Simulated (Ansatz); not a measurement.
BiBrH2 (SMILES [Br][BiH2]) moved off its minimum; all values from Ansatz (a program for electronic structure), cores frozen in correlated methods. Elements past Kr take the def2 small-core potentials, without spin–orbit coupling.
(charge 0, multiplicity 1)
```xyz
4

Bi    -0.4204    -0.4369     0.2717
H     -1.9856    -0.0986    -0.5029
H     -0.1039    -1.8298    -0.5354
Br     1.0934     1.2157    -0.9638
```

Forces at B3LYP/def2-TZVPP (eV/Å):

| atom | Fx | Fy | Fz |
|---|---|---|---|
| Bi1 | -0.750 | 1.655 | 2.785 |
| H2 | -0.130 | -0.011 | -0.454 |
| H3 | 0.458 | -2.079 | -1.693 |
| Br4 | 0.422 | 0.435 | -0.638 |

Problem. Give the forces (eV/Å), the total energy and the dipole at CCSD(T)/def2-TZVPPD.

Solution. 
```csv
atom,Fx,Fy,Fz
Bi1,-0.724,1.734,2.802
H2,-0.116,0.012,-0.466
H3,0.488,-2.107,-1.728
Br4,0.351,0.361,-0.608
```
Energy -2787.4745 hartree, dipole 2.68 D.
